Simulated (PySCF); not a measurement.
C₄H₁₂Ge, SMILES CC(C)[CH2][GeH3], GFN2-xTB optimised geometry.

```
17

C      2.16    -0.59     0.00
C      0.64    -0.59     0.00
C      0.10    -1.36    -1.20
C      0.11     0.85     0.00
Ge    -1.86     0.99     0.11
H      2.55    -1.60     0.03
H      2.55    -0.05     0.86
H      2.54    -0.11    -0.90
H      0.29    -1.08     0.91
H      0.39    -0.87    -2.13
H     -0.98    -1.43    -1.16
H      0.51    -2.37    -1.21
H      0.53     1.38     0.85
H      0.45     1.36    -0.90
H     -2.27     2.37     0.52
H     -2.55     0.72    -1.19
H     -2.42     0.04     1.12
```

Density from B3LYP/def2-SVP (PySCF) at that geometry.

Minimum of the electron density along straight lines between bonded atoms, close to the bond critical point (lines longer than 1.1 times the sum of covalent radii, or with two minima, are not listed):

```
bond     length / Å  ρ at the minimum / e bohr⁻³  ∇²ρ there / e bohr⁻⁵  position (fraction from the first atom)
-------  ----------  ---------------------------  --------------------  ---------------------------------------
C1–C2         1.527                        0.246                 -0.57                                     0.50
C2–C3         1.524                        0.248                 -0.57                                     0.50
C2–C4         1.527                        0.244                 -0.55                                     0.50
C4–Ge5        1.974                        0.126                  0.03                                     0.53
C1–H6         1.088                        0.277                 -1.01                                     0.62
C1–H7         1.088                        0.277                 -1.01                                     0.62
C1–H8         1.089                        0.276                 -1.01                                     0.62
C2–H9         1.097                        0.276                 -0.99                                     0.62
C3–H10        1.089                        0.276                 -1.01                                     0.62
C3–H11        1.090                        0.276                 -1.00                                     0.62
C3–H12        1.088                        0.277                 -1.01                                     0.62
C4–H13        1.093                        0.273                 -0.97                                     0.62
C4–H14        1.093                        0.273                 -0.97                                     0.62
Ge5–H15       1.497                        0.141                  0.10                                     0.59
Ge5–H16       1.496                        0.141                  0.09                                     0.59
Ge5–H17       1.496                        0.141                  0.09                                     0.59
```
